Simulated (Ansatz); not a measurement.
Reaction (formal exchange of groups at a B–C bond): `BBCBI` + `F[SiH3]` → `BB[SiH2]F` + `CBI`

Calculated with Ansatz (gas phase, PBE0-D4/def2-TZVP geometries, no zero-point term in ΔE). CCSD(T)/CBS adds triple-zeta CCSD(T) − MP2 to the extrapolated MP2 energy (def2 sets, frozen cores). This one scheme is used for every species. DFT in def2-TZVPP. HSE06 is defined as in plane-wave codes. Elements past krypton have def2 core potentials. For I outer-core shells are correlated without core-valence functions, which leaves a few kJ/mol of doubt a bond. One conformer a species, not always the lowest.

`BBCBI`:

Cartesian coordinates in Å:
```
B -0.400 -1.338 1.539
B 0.340 -0.738 0.205
C 0.517 0.805 -0.071
B -0.069 1.019 -1.477
I -2.005 1.854 -1.746
H 0.199 -1.595 2.546
H -1.582 -1.544 1.559
H 0.773 -1.496 -0.625
H 1.611 0.903 -0.168
H 0.133 1.454 0.713
H 0.484 0.677 -2.475
```

`F[SiH3]`:

```xyz
5

F     1.326    0.708   -0.416
Si   -0.034   -0.018    0.011
H    -0.314    0.312    1.428
H     0.145   -1.479   -0.158
H    -1.122    0.478   -0.864
```

`BB[SiH2]F`:

```xyz
9

B     1.247    1.093    0.632
B     0.086    0.687   -0.411
Si   -0.921   -1.043   -0.291
F    -0.453   -1.967    0.938
H     1.005    1.675    1.653
H     2.393    0.784    0.455
H    -0.266    1.375   -1.330
H    -2.373   -0.771   -0.108
H    -0.719   -1.833   -1.537
```

`CBI`:

Cartesian coordinates in Å:
```
C -0.227 -0.301 0.653
B 0.413 0.297 -0.620
I -0.753 0.998 -2.251
H -1.315 -0.322 0.671
H 0.153 -1.322 0.789
H 0.137 0.251 1.529
H 1.591 0.400 -0.771
```

| level | ΔE (kJ/mol) |
| --- | --- |
| BHLYP-D4 | 18.5 |
| PBE | 6.0 |
| revPBE | 4.4 |
| HSE06 | 10.6 |

Question: What does CCSD(T)/CBS give? (An estimate is asked.)

Answer: Computed: +22.4 kJ/mol. The listed levels differ from it by -3.9, -16.4, -18.0, -11.8 kJ/mol.

Question: What do rigid-rotor, harmonic-oscillator terms from PBE0-D4/def2-TZVP frequencies (298.15 K, 1 bar) make of the CCSD(T)/CBS value? (Best estimate.)

Answer: Computed: ΔZPE = +2.0 kJ/mol, ΔH = +25.6 kJ/mol, ΔS = 22 J/(mol·K), ΔG = +19.1 kJ/mol. Modes under 50 cm⁻¹ make the entropy rough.

Largest T1 diagnostic among the species: 0.014.

From BLYP to BHLYP (50 % exact exchange), in def2-TZVPP and without D4, ΔE moves by +8.6 kJ/mol. Leaving LDA and LC-ωPBE aside and taking each functional with its dispersion term where it has one, the values, not all of them listed here, spread over 13.6 kJ/mol, from B97M-V to PBE-QIDH. LDA lies +4.0 kJ/mol from PBE without D4.
